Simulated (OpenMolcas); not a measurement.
Ge I: effect of the IPEA shift

```json
{
  "Program": "OpenMolcas 26.06",
  "Basis": "ANO-RCC-VTZP [6s5p3d1f]",
  "Scalar Hamiltonian": "DKH2, point nucleus",
  "Active space": "4 electrons in 4 orbitals (4s 4p)",
  "State averaging": "2S+1 = 3 even, 6 roots (3 in the spin-orbit step); 2S+1 = 1 even, 6 roots kept (CI in the orbitals of an earlier block); 2S+1 = 5 odd, 1 root; 2S+1 = 3 odd, 5 roots kept (CI in the orbitals of an earlier block)",
  "Spin-orbit coupling": "RASSI with atomic mean-field integrals over the reference wave functions, term energies averaged over their components"
}
```

Methods on the same reference wave functions:
A. CASSCF
B. SS-CASPT2, IPEA 0 Eh, imaginary shift 0.1 Eh (closed shells correlated: 3d)
C. SS-CASPT2, IPEA 0.25 Eh, imaginary shift 0.1 Eh (closed shells correlated: 3d)

Energies in cm⁻¹ above 4s² 4p² ³P₀, the measured ground level; measured values from NIST Handbook of Basic Atomic Spectroscopic Data.

| Level | A | B | C | Measured |
| --- | --- | --- | --- | --- |
| 4s² 4p² ³P₀ | 0.0 | 0.0 | 0.0 | 0.0 |
| 4s² 4p² ³P₁ | 516 | 513 | 515 | 557 |
| 4s² 4p² ³P₂ | 1329 | 1320 | 1318 | 1410 |
| 4s² 4p² ¹D₂ | 9815 | 8850 | 8230 | 7125 |
| 4s² 4p² ¹S₀ | 17434 | 18180 | 17690 | 16367 |
| 4s 4p³ ⁵S°₂ | 30468 | 38540 | 37790 | 41927 |

Deviations, from unrounded energies. A percentage is the sum of absolute deviations over the sum of measured energies, with the sign that they share, or ± where signs differ.

```json
{"Against measurement": "mean absolute deviation (cm-1)", "Levels": "5", "A": "3100", "B": "1400", "C": "1300"}
{"Against measurement": "fine structure of the ground term (%)", "Levels": "2", "A": "-6.2", "B": "-6.8", "C": "-6.8"}
{"Against measurement": "other terms of the ground configuration (%)", "Levels": "2", "A": "+16.0", "B": "+15.0", "C": "+10.3"}
{"Against measurement": "other configurations (%)", "Levels": "1", "A": "-27.3", "B": "-8.1", "C": "-9.9"}
```

C lies closest to measurement on these levels and A furthest from it. The largest miss of C in the table is 4s 4p³ ⁵S°₂, by -4100 cm-1. The ranking rests on the paired levels alone, and a cruder setting can come out closer through cancelling errors.

Between B and C the level of the table that moves most is 4s 4p³ ⁵S°₂, by 740 cm-1 (lowest in C, highest in B). Moves below CASPT2's spread within the term are not significant.

From A to B the spin-free energies of the other terms of 4s² 4p² shown, above ³P, scale by factors of 0.89 to 1.05.

The lowest spin-free term lies below A's lowest term by 0.444 hartree in B, 0.437 hartree in C.

Over all roots computed the reference weight is 0.86 to 0.95 in B, 0.89 to 0.96 in C; the roots of lowest weight are the least certain, and an intruder state may touch them. Some high roots are left out of the spin-orbit mixing, which shifts the levels that they would mix with. Terms from blocks run as CI alone lack orbitals of their own. Terms of s pⁿ other than that of highest spin mix with s² pⁿ⁻² d, which this space lacks; all of them can be thousands of cm-1 off, and some have no real level of that name. Without dynamic correlation excited terms often stand tens of per cent too high (terms of higher spin than the ground term too low), and those without a measured partner can miss by more than the paired ones (holds for A). Some terms miss by over 15 % even with CASPT2, which points to a basis or an active space too small for the shells correlated (holds for B; C). Computed and measured levels are paired by configuration, term and J; levels that our copy of the source lacks, or whose pairing is in doubt (as where it misses far off the trend of its configuration), stay unpaired and out of the deviations. Levels of configurations outside the active space are missing. The table leaves out levels that lie high or whose names do not pair safely across all columns.

° marks odd parity.
